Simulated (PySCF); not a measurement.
One of the candidates below gave these computed data.

All candidates are C3H13NOSi3.

| technique | computed result |
| --- | --- |
| 1H NMR | chemical shifts (computed TMS as zero) by class: 4.96 (1 H), 3.63 (6 H), 3.12 (3 H), 3.08 (3 H) ppm [GIAO PBE0/pcSseg-1] |
| 13C NMR | chemical shifts (computed TMS as zero) by class: 186.4 (1 C), 41.6 (1 C), 31.9 (1 C) ppm [GIAO PBE0/pcSseg-1] |
| Dipole | 3.79 D [PBE0/pcSseg-1] |
| Rotational structure | rotational constants A, B, C: 1.321, 0.855, 0.584 GHz [GFN2-xTB] |
| NMR, other nuclei | isotropic shieldings of nuclei other than C and H, by class: 125 (1 N), -174 (1 O), 430 (1 Si), 464 (2 Si) ppm [GIAO PBE0/pcSseg-1] |

Gas-phase values; electronic properties from PySCF, density fitting. Levels stand in brackets. Isolated species at its GFN2-xTB geometry (one conformer only). GFN2-xTB frequencies show an imaginary mode (20i cm⁻¹), so this geometry is no minimum at that level. Each NMR value is the plain mean over a class of atoms that symmetry, rotation or inversion makes alike.

Question: Which candidate is it?
A. `C=NC[SiH2][Si@@H](O)C[SiH3]`
B. `COC[Si@H]1N[SiH2]C[SiH2]1`
C. `CN(C)C(=O)[SiH]([SiH3])[SiH3]`

Answer: C. It is `CN(C)C(=O)[SiH]([SiH3])[SiH3]`. Numbering: `[CH3:1][N:2]([CH3:3])[C:4](=[O:5])[SiH:6]([SiH3:7])[SiH3:8]`. Its formula, C3H13NOSi3, gives 1 degree of unsaturation: 0 rings and 1 π bond in the structure found. 3 carbons fall into 3 classes; from least to most shielded: carbonyl carbon [C4] (186.4 ppm), N-methyl carbon [C3] (41.6 ppm), N-methyl carbon [C1] (31.9 ppm). Hydrogen classes from least to most shielded: 1 H on an SiH silicon, Si6 (4.96 ppm), 6 H on 2 SiH3 silicons, Si7/Si8 (3.63 ppm), 3 H on an N-methyl carbon, C3 (3.12 ppm), 3 H on an N-methyl carbon, C1 (3.08 ppm, a mean of values up to 2.9 ppm apart in this geometry). The other shieldings belong to: 125 ppm, nitrogen bound to a carbonyl carbon [N2]; -174 ppm, carbonyl oxygen [O5]; 430 ppm, SiH silicon [Si6]; 464 ppm, SiH3 silicon [Si7/Si8]. The optimised geometry has point group C1 and is an asymmetric top.

The others, at the same levels:
- `COC[Si@H]1N[SiH2]C[SiH2]1` fails: its computed 13C shifts are 70.9 (1 C), 65.2 (1 C), -16.6 (1 C) ppm, 1H shifts are 5.20 (1 H), 5.15 (1 H), 5.11 (1 H), 4.16 (1 H), 4.07 (1 H), 3.46 (3 H), 3.18 (1 H), 3.04 (1 H), 0.25 (1 H), 0.20 (1 H), -0.38 (1 H) ppm and rotational constant A is 1.666 GHz (against 1.321 GHz).
- `C=NC[SiH2][Si@@H](O)C[SiH3]` fails: its computed 13C shifts are 154.8 (1 C), 53.2 (1 C), -2.7 (1 C) ppm, 1H shifts are 7.66 (1 H), 7.02 (1 H), 5.52 (1 H), 4.88 (1 H), 4.19 (1 H), 3.98 (1 H), 3.84 (3 H), 3.72 (1 H), 3.63 (1 H), 0.67 (1 H), 0.30 (1 H) ppm and rotational constant A is 2.469 GHz (against 1.321 GHz).

Each candidate is one conformer, not necessarily the lowest. Dipoles, sizes and rotational constants follow the conformer. The torsions of the flexible species, by atom-mapped SMILES:
- `[CH3:1][N:2]([CH3:3])[C:4](=[O:5])[SiH:6]([SiH3:7])[SiH3:8]`: C1–N2–C4–O5 -1°, N2–C4–Si6–Si7 -168°

The conformers of `COC[Si@H]1N[SiH2]C[SiH2]1` and `C=NC[SiH2][Si@@H](O)C[SiH3]` aren't listed.
